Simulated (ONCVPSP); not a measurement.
## Configuration tests for Ni (ONCV)

```
Element                 : nickel (Ni)
Generator               : ONCVPSP 4.0.1
Type                    : optimised norm-conserving Vanderbilt (ONCV)
Functional              : PBE
Relativity              : scalar-relativistic
Frozen core             : [Ne]
Valence charge          : 18
Reference configuration : 3s2 3p6 3d8 4s1 (charge +1)
Partial waves           : 3s+4s: rc 1.15 bohr, ncon 4, nbas 7, qcut 11.2 1/bohr, 2 projectors; 3p: rc 0.85 bohr, ncon 4, nbas 8, qcut 10.1 1/bohr, 1 projector; 3d: rc 1.60 bohr, ncon 4, nbas 8, qcut 11.2 1/bohr, 1 projector
Local potential         : polynomial inside 0.85 bohr (lpopt 5, dvloc0 -2 Ha)
Core correction         : none
```

Energies are relative to the spin-unpolarised reference configuration 3s2 3p6 3d8 4s1; without spin polarisation the order of configurations can differ from experiment.

```tsv
valence configuration	charge	ΔE all-electron (eV)	error AE − PS (meV)
3s2 3p6 3d8 4s0	+2	17.351	+1.6
3s2 3p6 3d7 4s0	+3	54.817	+0.4
```

Problem. What are ΔE and the potential's error for 3s2 3p6 3d8 4s0 4p2?

Solution. ΔE = 0.180 eV all-electron; the error (AE − PS) is +32 meV.

Problem. What are ΔE and the potential's error for 3s2 3p6 3d8 4s2?

Solution. ΔE = -9.323 eV all-electron; the error (AE − PS) is +2.7 meV.
